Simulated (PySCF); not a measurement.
Dipole moment and polarisability of `c1ccn2cccc2c1`

Compound: C8H7N.
Structure used (PBE0-D3(BJ)/def2-SVP), in Å, numbered top down from 1:
```xyz
16
C8H7N angstrom
C      2.1792   -0.3999    0.1718
C      1.9358    1.0026    0.0948
C      0.6585    1.4738    0.0475
N     -0.3994    0.6025    0.0730
C     -1.7406    0.8676    0.0349
C     -2.4156   -0.3409    0.0854
C     -1.4675   -1.3804    0.1561
C     -0.2059   -0.7886    0.1485
C      1.1235   -1.2729    0.1976
H      3.2051   -0.7706    0.2098
H      2.7630    1.7131    0.0733
H      0.4053    2.5332   -0.0117
H     -2.1061    1.8899   -0.0248
H     -3.4986   -0.4520    0.0715
H     -1.6610   -2.4493    0.2080
H      1.2789   -2.3518    0.2562
```

Level: CAM-B3LYP/def2-SVPD (PySCF), static field, nuclei fixed, core orbitals frozen in the response. The polarisability tensor in these axes (au):

```
x   141.96   5.32   1.28
y     5.32 104.44  -2.40
z     1.28  -2.40  56.23
```

**Question.** What are the eigenvalues, a third of the trace, and Δα (Δα² = ½Σ(αi − αj)² over the three pairs)?

**Answer.** Principal values 56.08, 103.84 and 142.71 au; mean 100.88 au = 14.95 Å³ = 16.63 × 10⁻⁴⁰ C²·m²/J; Δα = 75.16 au (75 % of the mean).

**Question.** What is the dipole moment, and where does it point?

**Answer.** (0.71, 0.97, -0.04) D, 1.20 D in size, pointing from the negative to the positive side. Measured along this direction, the outermost atoms are H15 at the negative end and H11 at the positive end.

**Question.** How large is μ²/3kT at 500 K beside α?

**Answer.** In Gaussian units μ²/3kT = 6.98 Å³ against 14.95 Å³, a ratio of 0.47; the Debye molar polarisation (4π/3)N_A(α + μ²/3kT) is 55.3 cm³/mol, leaving out the vibrational part.

**Question.** Rayleigh depolarisation ratio (linearly polarised light, static tensor)?

**Answer.** ρ = 3Δα²/(45ᾱ² + 4Δα²) = 16945.7/(457933 + 22594.2) = 0.0353.

**Question.** Molar refractivity from α?

**Answer.** Lorentz–Lorenz: R = (4π/3)N_A α = 2.5225 cm³/(mol·Å³) × 14.95 Å³ = 37.7 cm³/mol, in the limit of long wavelengths.

Geometry: PBE0-D3(BJ)/def2-SVP; no solvent, vibrations or thermal averaging.
